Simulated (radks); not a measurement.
Q: These are the eigenvalues of the occupied orbitals of an atom or ion with whole-number occupations (eV). All-electron calculation, Dirac Kohn-Sham, PBE, spin-unpolarised, spherical densities, finite nucleus; Fermi nuclear charge, rms radius of each element as measured or else 0.836 A^(1/3) + 0.57 fm. Program: a radial shooting solver on a logarithmic mesh with Libxc functionals.

| orbital | eigenvalue |
|---|---|
| 1s1/2 | -24175.11 |
| 2s1/2 | -3549.337 |
| 2p1/2 | -3293.937 |
| 2p3/2 | -3134.550 |
| 3s1/2 | -659.4559 |
| 3p1/2 | -558.6680 |
| 3p3/2 | -530.8793 |
| 3d3/2 | -352.4825 |
| 3d5/2 | -346.9407 |
| 4s1/2 | -108.2731 |
| 4p1/2 | -76.8400 |
| 4p3/2 | -72.2583 |
| 4d3/2 | -24.5097 |
| 4d5/2 | -23.9495 |
| 5p1/2 | -9.7393 |
| 5p3/2 | -9.3575 |

Which element is it, and in what charge state? The configuration may be excited. Open shells, if any, are shared by 2j + 1.

A: Z = 46, palladium, charge +1: Pd+ in [Kr] 4d7 5p2. The list shows which subshells hold electrons but not how many an open one holds; the 1s level, -888.42 hartree, gives Z - s = 42.2 by -(Z - s)^2/2, which with screening and relativity narrows Z to a few neighbours, and the depths of the outer levels then fix element, charge and occupations together.
